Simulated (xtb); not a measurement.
Mg(iPr)(NH2) (C3H9MgN), SMILES C[CH](C)[Mg][NH2]. All values are semi-empirical tight-binding results from xtb (GFN2-xTB unless named), good for trends rather than for accurate numbers. Geometry optimised at GFN2-xTB. The structure was generated by enumeration; whether it is a known compound was not checked. The values are those of a single conformer.

Optimised geometry:

```xyz
14

Mg     0.7859     0.6354     0.7064
C     -0.2227    -0.3318    -0.8841
C     -1.2651    -1.2760    -0.3101
C      0.7586    -1.0745    -1.7780
H     -0.7405     0.4317    -1.4781
H     -1.8535    -1.7430    -1.1071
H     -0.7959    -2.0766     0.2681
H     -1.9517    -0.7309     0.3407
H      1.4905    -0.3911    -2.2126
H      0.2315    -1.5679    -2.6037
H      1.2907    -1.8491    -1.2220
N     -0.2582     1.7915     1.8046
H      0.1256     2.4797     2.4446
H     -1.0452     1.3761     2.2941
```
Charge 0, spin multiplicity 1.

For metal compounds this method's bond lengths and energies can be far off.

Computed properties:
```json
{
 "orbital_gap": "1.99 eV",
 "zero_point_energy": "70.6 kcal/mol",
 "G − E(el) at 298.15 K (modified RRHO)": "49.4 kcal/mol"
}
```

Computed atomic charges and the Wiberg bond orders between heavy atoms:
charges (e) Mg1 0.37, C2 -0.13, C3 -0.10, C4 -0.10, H5 0.03, H6 0.03, H7 0.03, H8 0.04, H9 0.03, H10 0.03, H11 0.03, N12 -0.52, H13 0.13, H14 0.12. Bond orders Mg1–C2 0.76, C2–C3 1.02, C2–C4 1.02, Mg1–N12 0.91.
